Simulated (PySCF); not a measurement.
`InChI=1S/C6H13N/c1-2-5-3-6(5)4-7/h5-6H,2-4,7H2,1H3/t5-,6-/m1/s1`

Geometry:
| atom | x (Å) | y (Å) | z (Å) |
| --- | --- | --- | --- |
| C1 | 2.645 | 0.587 | 0.795 |
| C2 | 1.153 | 0.310 | 0.959 |
| C3 | 0.675 | -0.690 | -0.069 |
| C4 | 0.212 | -0.231 | -1.421 |
| C5 | -0.770 | -0.830 | -0.456 |
| C6 | -1.870 | 0.011 | 0.148 |
| N7 | -3.077 | -0.152 | -0.652 |
| H8 | 2.854 | 0.944 | -0.211 |
| H9 | 3.223 | -0.319 | 0.962 |
| H10 | 2.975 | 1.341 | 1.506 |
| H11 | 0.962 | -0.079 | 1.963 |
| H12 | 0.602 | 1.245 | 0.855 |
| H13 | 1.243 | -1.614 | -0.045 |
| H14 | 0.500 | -0.792 | -2.297 |
| H15 | 0.158 | 0.835 | -1.589 |
| H16 | -1.117 | -1.834 | -0.674 |
| H17 | -1.545 | 1.061 | 0.227 |
| H18 | -2.097 | -0.347 | 1.158 |
| H19 | -2.902 | 0.153 | -1.604 |
| H20 | -3.831 | 0.412 | -0.277 |

Computed, not measured: PySCF, TDDFT B3LYP/def2-SVPD circular dichroism and optical rotation, one conformer, gas phase. Geometry: GFN2-xTB.

The molecule is flexible and this is one conformer; a measurement averages over conformers. States above about 6.6 eV (minus the energy of the highest occupied orbital) lie near or above the ionisation threshold and depend on the basis.

Problem. Assign R or S to each stereocentre.

Solution. C3 R, C5 S.

Problem. Which excitations and rotatory strengths does the calculation give?

Solution. Rotatory strengths R in 10⁻⁴⁰ esu² cm², velocity form and length form (origin at the centre of mass); f in length form.
```tsv
state	E (eV)	λ (nm)	f	R (velocity)	R (length)	main
1	6.03	206	0.011	-19.3	-18.8	HOMO→LUMO 0.77, HOMO→LUMO+1 0.20
2	6.68	186	0.004	+7.4	+7.3	HOMO→LUMO+1 0.72, HOMO→LUMO 0.20
3	6.83	182	0.021	+3.3	+2.6	HOMO→LUMO+2 0.82, HOMO→LUMO+3 0.13
4	6.92	179	0.004	-1.0	-0.4	HOMO→LUMO+3 0.78, HOMO→LUMO+2 0.13
5	7.33	169	0.014	+4.4	+4.1	HOMO−1→LUMO 0.93
6	7.40	168	0.036	-11.4	-11.6	HOMO→LUMO+4 0.59, HOMO−2→LUMO 0.24
7	7.43	167	0.004	+9.6	+8.6	HOMO−2→LUMO 0.71, HOMO→LUMO+4 0.22
8	7.56	164	0.007	+5.1	+6.2	HOMO−1→LUMO+1 0.71, HOMO−1→LUMO+2 0.18
9	7.68	162	0.004	-4.3	-3.9	HOMO−2→LUMO+1 0.72, HOMO−2→LUMO+2 0.23
10	7.71	161	0.022	-3.8	-3.8	HOMO→LUMO+5 0.69
11	7.79	159	0.025	+5.1	+4.8	HOMO−1→LUMO+2 0.70, HOMO−1→LUMO+1 0.18
12	7.92	157	0.002	-2.4	-2.7	HOMO−2→LUMO+2 0.70, HOMO−2→LUMO+1 0.21
13	7.94	156	0.018	-23.0	-22.8	HOMO−1→LUMO+3 0.89
14	7.96	156	0.012	-3.7	-4.3	HOMO→LUMO+6 0.83
15	8.05	154	0.007	+4.4	+4.1	HOMO−2→LUMO+3 0.95
16	8.22	151	0.011	+12.1	+12.5	HOMO→LUMO+8 0.60, HOMO→LUMO+7 0.30
```

Among the states computed, the strongest CD band (largest |R|) is state 13. The largest dissymmetry factor in size, g = 4R/(D+G), with D and G the electric and magnetic dipole strengths, is +0.024 for state 7 (velocity form, f = 0.004), among bands with |R| over 0.5. The mirror image has the same energies and oscillator strengths and all R with the opposite sign.
